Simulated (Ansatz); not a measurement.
Relaxation of Mo3Se8 with RKS PBE-D4/def2-SVP.

```sh
$ ansatz run in.yaml --threads 2 --pin off --events-out ev --progress --plain --max-ram 31744MiB --backend cuda --devices 0, --max-vram 18GiB
```

```yaml
crystal:
  periodic: [false, false, false]
  atoms:
    - {symbol: Mo, position_ang: [-1.434460, -1.115910, 0.265750]}
    - {symbol: Mo, position_ang: [1.971610, 1.583460, -0.661590]}
    - {symbol: Mo, position_ang: [1.142620, -0.753700, 0.189070]}
    - {symbol: Se, position_ang: [0.498820, 3.221770, -1.174890]}
    - {symbol: Se, position_ang: [-1.867130, -3.259030, -0.270010]}
    - {symbol: Se, position_ang: [2.308890, -2.626110, -0.293150]}
    - {symbol: Se, position_ang: [3.833740, 1.665240, -1.938960]}
    - {symbol: Se, position_ang: [-2.167050, -0.194710, 2.397770]}
    - {symbol: Se, position_ang: [-2.596480, 0.616290, -0.987780]}
    - {symbol: Se, position_ang: [-3.846960, -0.031470, 0.828750]}
    - {symbol: Se, position_ang: [2.156420, 0.894150, 1.645040]}
basis:
  gaussian: {orbitals: def2-SVP}
hamiltonian: {xc: pbe, dispersion: d4}
scf: {lower_state_search: "off"}
output: {orbitals: {seedname: orbitals}}
relax: {f_tol: 0.03, max_steps: 70}
```

It took 79 s on 2 threads of AMD EPYC 7R13 on a shared host and a share (18 GiB) of an NVIDIA H100 80GB HBM3, peak host memory 1 GiB.

Positions (Å) and forces (eV/Å) at steps 1, 2, 3, 4, 5, 6, 7, 8, 9, 10, 11, 12, 13, 14, 15, 16, 17, 18, 19, 20, 21, 22 of 22:

```xyz
11
step=1 energy=-528236.6107 eV
Mo   -1.434   -1.116    0.266    0.129   -0.152   -0.569
Mo    1.972    1.583   -0.662    0.077    0.277   -0.667
Mo    1.143   -0.754    0.189   -0.564   -0.384    0.537
Se    0.499    3.222   -1.175   -0.397   -0.083   -0.045
Se   -1.867   -3.259   -0.270    0.197    0.062    0.039
Se    2.309   -2.626   -0.293   -0.158    0.258   -0.205
Se    3.834    1.665   -1.939    0.103   -0.138   -0.095
Se   -2.167   -0.195    2.398    0.958   -0.047    1.213
Se   -2.596    0.616   -0.988    0.829    0.518   -1.244
Se   -3.847   -0.031    0.829   -1.385   -0.217    0.200
Se    2.156    0.894    1.645    0.213   -0.093    0.837
11
step=2 energy=-528237.0297 eV
Mo   -1.429   -1.096    0.189   -0.549    0.007    0.114
Mo    1.929    1.560   -0.661   -0.097   -0.014    0.429
Mo    1.047   -0.744    0.343    0.387   -0.154    0.223
Se    0.337    3.111   -1.169    0.058   -0.360   -0.003
Se   -1.783   -3.257   -0.311    0.088   -0.055   -0.041
Se    2.210   -2.556   -0.333   -0.122    0.308   -0.105
Se    3.791    1.590   -1.961   -0.204   -0.091   -0.003
Se   -2.020   -0.214    2.442    0.365   -0.105   -0.269
Se   -2.489    0.693   -1.098    0.211    0.137   -0.074
Se   -3.764    0.013    0.816   -0.205    0.089   -0.031
Se    2.171    0.902    1.742    0.068    0.239   -0.241
11
step=3 energy=-528237.2489 eV
Mo   -1.452   -1.116    0.130   -0.199    0.280    0.296
Mo    1.877    1.511   -0.581    0.001   -0.080    0.202
Mo    1.029   -0.748    0.491    0.147   -0.400   -0.063
Se    0.221    2.959   -1.173   -0.001   -0.179    0.086
Se   -1.733   -3.290   -0.366    0.029   -0.083   -0.045
Se    2.199   -2.464   -0.403   -0.194    0.464    0.082
Se    3.669    1.508   -1.978   -0.167   -0.119    0.056
Se   -1.900   -0.179    2.379    0.261   -0.210   -0.266
Se   -2.393    0.781   -1.111   -0.046   -0.031    0.061
Se   -3.717    0.094    0.795    0.117    0.129   -0.250
Se    2.201    0.945    1.818    0.052    0.229   -0.159
11
step=4 energy=-528237.3926 eV
Mo   -1.462   -1.100    0.082    0.160    0.020    0.166
Mo    1.825    1.441   -0.532    0.068   -0.181    0.176
Mo    1.004   -0.748    0.629    0.137   -0.365   -0.258
Se    0.105    2.827   -1.089   -0.024    0.055    0.046
Se   -1.697   -3.287   -0.410   -0.012   -0.002   -0.016
Se    2.220   -2.316   -0.464   -0.291    0.408    0.267
Se    3.562    1.350   -1.996   -0.113   -0.031    0.009
Se   -1.786   -0.197    2.326    0.286   -0.125   -0.033
Se   -2.343    0.835   -1.162   -0.242   -0.054    0.113
Se   -3.648    0.175    0.756   -0.006    0.161   -0.382
Se    2.221    1.019    1.859    0.039    0.114   -0.087
11
step=5 energy=-528237.5000 eV
Mo   -1.437   -1.097    0.014    0.149   -0.067    0.100
Mo    1.776    1.384   -0.474    0.027   -0.233    0.006
Mo    0.981   -0.737    0.768    0.071   -0.022   -0.297
Se    0.051    2.795   -0.974   -0.072    0.101    0.072
Se   -1.687   -3.289   -0.461   -0.093    0.052    0.032
Se    2.182   -2.229   -0.426   -0.155    0.142    0.272
Se    3.411    1.240   -2.056   -0.101    0.029    0.124
Se   -1.628   -0.210    2.252    0.451   -0.152    0.221
Se   -2.345    0.840   -1.241   -0.286    0.022    0.072
Se   -3.576    0.227    0.702   -0.054    0.104   -0.554
Se    2.273    1.077    1.899    0.064    0.024   -0.049
11
step=6 energy=-528237.6761 eV
Mo   -1.408   -1.088   -0.050    0.016   -0.087   -0.043
Mo    1.711    1.347   -0.443   -0.004   -0.397   -0.023
Mo    0.969   -0.717    0.847    0.058    0.324    0.026
Se   -0.019    2.793   -0.863   -0.194    0.227   -0.026
Se   -1.743   -3.280   -0.480   -0.081    0.140    0.054
Se    2.164   -2.207   -0.338    0.023   -0.159    0.089
Se    3.305    1.186   -2.071   -0.095    0.068    0.177
Se   -1.445   -0.253    2.204    0.587   -0.221    0.326
Se   -2.368    0.843   -1.330   -0.121    0.082    0.053
Se   -3.507    0.261    0.624   -0.179    0.066   -0.533
Se    2.341    1.117    1.900   -0.010   -0.041   -0.101
11
step=7 energy=-528237.9010 eV
Mo   -1.386   -1.065   -0.088    0.062    0.026   -0.091
Mo    1.621    1.304   -0.426   -0.011   -0.532   -0.154
Mo    0.981   -0.717    0.917    0.261    0.333    0.153
Se   -0.088    2.805   -0.810   -0.427    0.400   -0.144
Se   -1.789   -3.251   -0.488   -0.046    0.198    0.036
Se    2.161   -2.227   -0.268    0.102   -0.281    0.026
Se    3.218    1.158   -2.058   -0.112    0.041    0.244
Se   -1.265   -0.328    2.200    0.377   -0.279    0.357
Se   -2.360    0.872   -1.395    0.137    0.125    0.040
Se   -3.475    0.291    0.532   -0.255    0.068   -0.340
Se    2.382    1.157    1.884   -0.088   -0.099   -0.128
11
step=8 energy=-528238.3589 eV
Mo   -1.350   -1.016   -0.101    0.305    0.419    0.331
Mo    1.487    1.244   -0.444    0.558   -0.058   -0.052
Mo    1.027   -0.741    0.976   -0.580   -0.123    0.338
Se   -0.173    2.852   -0.829   -0.810   -0.311   -0.196
Se   -1.814   -3.189   -0.491   -0.016    0.231    0.005
Se    2.180   -2.294   -0.208    0.086   -0.330    0.181
Se    3.156    1.146   -2.002   -0.429    0.003    0.236
Se   -1.113   -0.443    2.244    0.991   -0.644    0.750
Se   -2.314    0.930   -1.423    0.363    1.107   -0.626
Se   -3.472    0.324    0.442   -0.285   -0.317   -0.449
Se    2.383    1.188    1.836   -0.182    0.023   -0.519
11
step=9 energy=-528238.8709 eV
Mo   -1.332   -0.948   -0.080    0.371    0.266    0.324
Mo    1.447    1.214   -0.444    0.280    0.146   -0.115
Mo    1.034   -0.759    1.016    0.439   -0.454   -0.146
Se   -0.273    2.797   -0.851   -0.605   -0.331   -0.147
Se   -1.814   -3.120   -0.493    0.056    0.466   -0.016
Se    2.192   -2.336   -0.161   -0.075   -0.116    0.242
Se    3.113    1.144   -1.987   -0.288   -0.040    0.057
Se   -0.980   -0.561    2.324   -0.263   -0.367    0.490
Se   -2.275    1.030   -1.466    0.449    0.611   -0.276
Se   -3.489    0.332    0.344   -0.213   -0.204   -0.095
Se    2.377    1.208    1.797   -0.149    0.024   -0.318
11
step=10 energy=-528239.1609 eV
Mo   -1.253   -0.838   -0.045   -0.153    0.058    0.040
Mo    1.428    1.217   -0.453    0.052   -0.679    0.204
Mo    1.066   -0.809    1.041    0.348    0.115    0.036
Se   -0.425    2.671   -0.881   -0.108    0.802    0.106
Se   -1.781   -2.981   -0.516    0.171    0.325   -0.145
Se    2.198   -2.416   -0.101    0.016   -0.170    0.146
Se    3.055    1.142   -2.015   -0.130   -0.081   -0.128
Se   -0.971   -0.659    2.401    0.053   -0.238   -0.025
Se   -2.177    1.140   -1.493   -0.518   -0.562   -0.071
Se   -3.492    0.316    0.302    0.263    0.276   -0.237
Se    2.351    1.217    1.758    0.005    0.154    0.073
11
step=11 energy=-528239.4122 eV
Mo   -1.165   -0.733   -0.051   -0.153    0.024    0.141
Mo    1.306    1.148   -0.442    0.115   -0.150   -0.033
Mo    1.147   -0.861    1.111    0.386    0.484    0.156
Se   -0.485    2.751   -0.841   -0.186    0.066    0.034
Se   -1.703   -2.843   -0.592    0.225    0.079   -0.348
Se    2.240   -2.527    0.021    0.092   -0.170    0.110
Se    2.887    1.056   -2.055   -0.236   -0.177   -0.003
Se   -0.907   -0.767    2.411   -0.199   -0.121   -0.031
Se   -2.214    1.132   -1.542    0.329    0.121   -0.509
Se   -3.432    0.383    0.237   -0.306    0.026    0.581
Se    2.326    1.262    1.743   -0.066   -0.182   -0.098
11
step=12 energy=-528239.6253 eV
Mo   -1.137   -0.670   -0.052   -0.186   -0.005    0.173
Mo    1.239    1.105   -0.439    0.051   -0.054   -0.183
Mo    1.197   -0.858    1.172    0.142    0.285    0.254
Se   -0.539    2.775   -0.816   -0.229    0.028    0.028
Se   -1.610   -2.755   -0.737    0.261    0.166   -0.315
Se    2.274   -2.580    0.146   -0.004    0.015    0.155
Se    2.760    0.955   -2.102   -0.226   -0.220    0.010
Se   -0.896   -0.842    2.415   -0.106   -0.111   -0.188
Se   -2.194    1.153   -1.598   -0.035   -0.141    0.397
Se   -3.426    0.425    0.291    0.390    0.222   -0.201
Se    2.333    1.291    1.720   -0.057   -0.185   -0.131
11
step=13 energy=-528239.8424 eV
Mo   -1.113   -0.644   -0.047   -0.127   -0.235    0.048
Mo    1.181    1.070   -0.461   -0.122   -0.040   -0.115
Mo    1.211   -0.833    1.248    0.110    0.036    0.198
Se   -0.597    2.797   -0.773    0.069    0.195    0.111
Se   -1.500   -2.695   -0.888    0.233    0.299   -0.187
Se    2.277   -2.583    0.251   -0.079    0.162    0.175
Se    2.662    0.841   -2.148   -0.218   -0.215   -0.028
Se   -0.915   -0.914    2.416   -0.064   -0.097   -0.156
Se   -2.178    1.161   -1.588    0.065   -0.117    0.092
Se   -3.370    0.486    0.316    0.197    0.048    0.021
Se    2.344    1.314    1.674   -0.064   -0.035   -0.160
11
step=14 energy=-528240.0809 eV
Mo   -1.090   -0.655   -0.040   -0.086   -0.548   -0.031
Mo    1.091    1.022   -0.492   -0.235    0.086   -0.073
Mo    1.215   -0.801    1.342   -0.014   -0.086    0.123
Se   -0.597    2.879   -0.721    0.255    0.094    0.098
Se   -1.392   -2.655   -1.043    0.189    0.376   -0.041
Se    2.269   -2.551    0.345   -0.098    0.206    0.126
Se    2.532    0.704   -2.200   -0.225   -0.173   -0.009
Se   -0.947   -0.996    2.416   -0.024   -0.088   -0.064
Se   -2.111    1.175   -1.562    0.193    0.032    0.062
Se   -3.299    0.521    0.348    0.130   -0.011    0.022
Se    2.329    1.356    1.607   -0.085    0.113   -0.212
11
step=15 energy=-528240.3386 eV
Mo   -1.082   -0.740   -0.021    0.021   -0.384    0.085
Mo    0.973    0.974   -0.529   -0.308    0.370    0.013
Mo    1.196   -0.761    1.430   -0.121   -0.005    0.032
Se   -0.530    2.992   -0.673    0.466   -0.202    0.021
Se   -1.301   -2.662   -1.189    0.116    0.288    0.055
Se    2.246   -2.485    0.407   -0.073    0.142    0.056
Se    2.387    0.579   -2.244   -0.210   -0.104    0.011
Se   -0.986   -1.080    2.435    0.044   -0.144   -0.007
Se   -1.970    1.209   -1.504    0.143    0.130   -0.081
Se   -3.208    0.545    0.371    0.079   -0.112    0.019
Se    2.275    1.429    1.516   -0.156    0.021   -0.205
11
step=16 energy=-528240.5042 eV
Mo   -1.072   -0.800    0.036   -0.141   -0.215    0.029
Mo    0.877    0.967   -0.544    0.006    0.298   -0.059
Mo    1.160   -0.718    1.493   -0.031   -0.028    0.154
Se   -0.411    3.078   -0.686    0.215   -0.257    0.017
Se   -1.215   -2.642   -1.271    0.066    0.196    0.111
Se    2.209   -2.410    0.433   -0.016    0.082   -0.002
Se    2.227    0.474   -2.284   -0.160   -0.046    0.037
Se   -1.005   -1.230    2.474    0.092   -0.078   -0.028
Se   -1.837    1.247   -1.464   -0.001    0.226   -0.313
Se   -3.146    0.545    0.363    0.055   -0.131    0.103
Se    2.213    1.489    1.451   -0.087   -0.048   -0.050
11
step=17 energy=-528240.5505 eV
Mo   -1.077   -0.795    0.081   -0.009   -0.133    0.029
Mo    0.862    0.972   -0.528   -0.078   -0.133   -0.171
Mo    1.147   -0.702    1.566   -0.054   -0.014   -0.121
Se   -0.350    3.082   -0.701    0.039    0.039    0.039
Se   -1.134   -2.585   -1.295   -0.027    0.078    0.077
Se    2.209   -2.330    0.424   -0.025    0.108    0.038
Se    2.074    0.365   -2.338   -0.050    0.032    0.139
Se   -1.001   -1.367    2.496    0.011    0.070   -0.112
Se   -1.795    1.284   -1.510    0.088    0.018   -0.006
Se   -3.120    0.568    0.341    0.057   -0.081    0.040
Se    2.185    1.506    1.463    0.048    0.016    0.048
11
step=18 energy=-528240.5102 eV rejected
Mo   -1.069   -0.847    0.084   -0.089    0.582    0.314
Mo    0.860    0.927   -0.545   -0.383    0.390    0.622
Mo    1.133   -0.677    1.578   -0.101    0.278    0.081
Se   -0.296    3.083   -0.679    0.006   -0.165    0.000
Se   -1.196   -2.647   -1.233   -0.001   -0.467   -0.360
Se    2.131   -2.207    0.288    0.298   -0.387   -0.107
Se    2.115    0.372   -2.300    0.372   -0.200   -0.561
Se   -1.012   -1.338    2.490   -0.040   -0.169    0.237
Se   -1.723    1.287   -1.490   -0.119    0.153   -0.178
Se   -3.089    0.516    0.334    0.000   -0.002   -0.030
Se    2.146    1.531    1.473    0.056   -0.012   -0.018
11
step=19 energy=-528240.5477 eV rejected
Mo   -1.098   -0.808    0.090   -0.054   -0.058    0.040
Mo    0.840    0.958   -0.541   -0.006    0.068   -0.068
Mo    1.142   -0.691    1.550   -0.013   -0.041    0.035
Se   -0.300    3.109   -0.669   -0.170   -0.269   -0.093
Se   -1.173   -2.606   -1.269   -0.002    0.013    0.010
Se    2.232   -2.296    0.409   -0.012    0.023   -0.006
Se    2.076    0.357   -2.330   -0.014    0.002    0.028
Se   -0.993   -1.372    2.495   -0.003    0.016   -0.026
Se   -1.757    1.302   -1.534    0.011    0.150    0.346
Se   -3.134    0.531    0.339    0.245    0.077   -0.258
Se    2.164    1.515    1.461    0.018    0.020   -0.008
11
step=20 energy=-528240.5609 eV
Mo   -1.085   -0.812    0.086    0.009   -0.002    0.021
Mo    0.844    0.962   -0.536    0.030   -0.060   -0.035
Mo    1.139   -0.694    1.558    0.013    0.012   -0.005
Se   -0.334    3.090   -0.684   -0.015    0.007    0.015
Se   -1.155   -2.601   -1.284   -0.015   -0.021   -0.001
Se    2.216   -2.303    0.411    0.000    0.015   -0.001
Se    2.079    0.360   -2.325   -0.009    0.004    0.015
Se   -1.002   -1.363    2.493   -0.009   -0.003   -0.001
Se   -1.771    1.299   -1.512    0.022    0.050   -0.007
Se   -3.109    0.552    0.337   -0.011   -0.014    0.001
Se    2.179    1.509    1.456   -0.016    0.012   -0.002
11
step=21 energy=-528240.5626 eV
Mo   -1.097   -0.828    0.095    0.068    0.097   -0.015
Mo    0.842    0.948   -0.549   -0.095   -0.057    0.039
Mo    1.143   -0.685    1.556   -0.009    0.001   -0.026
Se   -0.324    3.095   -0.649    0.003   -0.005    0.014
Se   -1.191   -2.630   -1.257    0.015   -0.002    0.001
Se    2.229   -2.288    0.410   -0.008    0.012   -0.001
Se    2.085    0.366   -2.337   -0.002   -0.018    0.007
Se   -0.995   -1.376    2.498    0.015    0.010   -0.018
Se   -1.745    1.337   -1.519    0.029   -0.022    0.005
Se   -3.116    0.538    0.304    0.003   -0.001    0.005
Se    2.170    1.522    1.447   -0.018   -0.016   -0.011
11
step=22 energy=-528240.5641 eV
Mo   -1.095   -0.822    0.096    0.020   -0.002   -0.001
Mo    0.834    0.944   -0.547   -0.003   -0.018    0.007
Mo    1.144   -0.685    1.556   -0.005    0.001   -0.011
Se   -0.326    3.095   -0.637    0.001    0.000    0.000
Se   -1.175   -2.626   -1.256   -0.003    0.008    0.000
Se    2.227   -2.284    0.401    0.002   -0.001    0.004
Se    2.073    0.347   -2.334   -0.007    0.002    0.000
Se   -0.994   -1.371    2.497   -0.001    0.001    0.007
Se   -1.737    1.339   -1.520   -0.008    0.006   -0.005
Se   -3.116    0.540    0.299    0.002   -0.002   -0.004
Se    2.164    1.523    1.446    0.001    0.004    0.005
```

In the def2 sets Mo takes a core potential; there is no spin–orbit coupling. The structure comes from a short search, and lower isomers may exist.
